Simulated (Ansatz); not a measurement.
Coupled-cluster run, `C#[C][Hf]([Cl])([C]#C)[C]#C`.

```yaml
crystal:
  periodic: [false, false, false]
  atoms:
    - {symbol: C, position_ang: [2.759827, -0.892624, -1.347522]}
    - {symbol: C, position_ang: [1.841817, -0.314723, -0.798938]}
    - {symbol: Hf, position_ang: [0.191062, 0.687549, 0.174782]}
    - {symbol: Cl, position_ang: [0.795126, 2.866721, 0.729503]}
    - {symbol: C, position_ang: [-0.340622, -0.411439, 1.960017]}
    - {symbol: C, position_ang: [-0.642800, -1.042906, 2.953791]}
    - {symbol: C, position_ang: [-1.505658, 0.707687, -1.166231]}
    - {symbol: C, position_ang: [-2.459286, 0.702163, -1.920032]}
    - {symbol: H, position_ang: [3.565527, -1.400777, -1.829344]}
    - {symbol: H, position_ang: [-0.908304, -1.598121, 3.826005]}
    - {symbol: H, position_ang: [-3.296698, 0.696461, -2.582022]}
basis:
  gaussian: {orbitals: def2-SVP}
correlation: {method: ccsd_t}
```

```sh
$ ansatz run in.yaml --threads 4 --pin off --events-out ev --progress --plain --max-ram 11315MiB
```

Output of Ansatz, abridged:

```
Functional definition: HF
1511 factors; integrals over basis functions are off by at most 1.3e-3 eV
mean field evaluation 1: about -20009.6056 eV, gradient 4.2e1 eV
mean field evaluation 2: about -20009.6326 eV, gradient 4.2e1 eV
mean field evaluation 4: about -20015.0724 eV, gradient 4.6e0 eV
mean field evaluation 8: about -20015.1511 eV, gradient 1.3e-1 eV
mean field evaluation 16: about -20015.1087 eV, gradient 2.6e0 eV
mean field -20015.15118085 eV, -735.5432391397 hartree, gradient 2.5e-6 eV, S^2 0.000000; 0 other end points of the search recorded, 0 dependent functions left out
11 core orbitals not correlated: weight in the atoms' cores, before any rotation towards them, 1.000 or more for the frozen orbitals, at most 0.000 for the correlated occupied ones
reference -20015.15118085 eV, -735.5432391397 hartree; 23, 23 occupied and 115, 115 virtual orbitals, 1511 factors
second order -29.49720348 eV of doubles, -0.00000000 eV of singles
cycle   1  -29.26223838 eV  change    2.3e-1 eV  update   1.7e-1
cycle   2  -30.19367281 eV  change   -9.3e-1 eV  update   5.6e-2
cycle   3  -30.45262952 eV  change   -2.6e-1 eV  update   3.0e-2
cycle   4  -30.47254167 eV  change   -2.0e-2 eV  update   9.9e-3
cycle   5  -30.47958509 eV  change   -7.0e-3 eV  update   3.5e-3
cycle   6  -30.48232723 eV  change   -2.7e-3 eV  update   1.1e-3
cycle   7  -30.48240866 eV  change   -8.1e-5 eV  update   4.1e-4
cycle   8  -30.48263132 eV  change   -2.2e-4 eV  update   1.3e-4
cycle   9  -30.48272544 eV  change   -9.4e-5 eV  update   4.6e-5
cycle  10  -30.48268679 eV  change    3.9e-5 eV  update   1.8e-5
perturbative correction -1.40882379 eV, -0.0517733192 hartree
Total energy: -20047.04269143 eV, -736.7152305365 hartree
```

It took 15 s on 4 threads of an AMD EPYC 9R45 on a shared host, with 1.5 GiB of host memory at the peak.

MP2 recovers 92.5 % of the CCSD(T) correlation energy and the triples give 4.4 %; T1 = 0.0157.
